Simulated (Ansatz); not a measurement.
Basis sets compared for Li12F12 (started as a model of: 2x3x4 LiF rock-salt block). Charge 0, multiplicity 1. Geometry r2SCAN-D4/def2-SVP. Ansatz on 4 threads of Arm Neoverse V1 on a shared host; times are rough, and most runs start from earlier orbitals.

```xyz
24

Li   -2.1466   -1.3903    1.9737
F    -0.9183   -1.8193    0.6886
Li    0.3760   -1.9594   -0.6251
F     1.6858   -2.1279   -1.9582
F    -0.9794   -0.7017    3.1223
Li    0.3515   -0.9564    1.8246
F     1.6770   -1.2226    0.5630
Li    2.8219   -1.3160   -0.8599
Li   -0.7062    1.0472    2.9725
F     0.7010    0.9210    1.8115
Li    1.9281    0.6672    0.4513
F     3.1918    0.4208   -0.9136
F    -3.1918   -0.4207    0.9137
Li   -1.9281   -0.6673   -0.4513
F    -0.7010   -0.9209   -1.8114
Li    0.7062   -1.0472   -2.9725
Li   -2.8219    1.3160    0.8599
F    -1.6770    1.2227   -0.5630
Li   -0.3515    0.9565   -1.8246
F     0.9794    0.7018   -3.1223
F    -1.6858    2.1279    1.9583
Li   -0.3760    1.9594    0.6252
F     0.9184    1.8193   -0.6886
Li    2.1466    1.3902   -1.9737
```

Binding counts from free atoms (Li doublet, F doublet) in the same basis, without a counterpoise term.

| level | functions | energy (Eh) | HOMO (eV) | LUMO (eV) | binding per atom (eV) | wall time |
| --- | --- | --- | --- | --- | --- | --- |
| PBE-D4/def2-SVP | 276 | -1287.7454 | -7.39 | -0.73 | 4.33 | 14 s |
| PBE0-D4/def2-SVP | 276 | -1287.8017 | -9.41 | -0.19 | 4.19 | 16 s |

Question: Estimate the rows for PBE-D4/def2-TZVP (with forces), PBE0-D4/def2-TZVP.

Answer: 
| level | functions | energy (Eh) | HOMO (eV) | LUMO (eV) | binding per atom (eV) | wall time |
| --- | --- | --- | --- | --- | --- | --- |
| PBE-D4/def2-TZVP (with forces) | 540 | -1289.1918 | -7.58 | -0.74 | 4.10 | 22 s |
| PBE0-D4/def2-TZVP | 540 | -1289.2352 | -9.57 | -0.13 | 3.99 | 49 s |
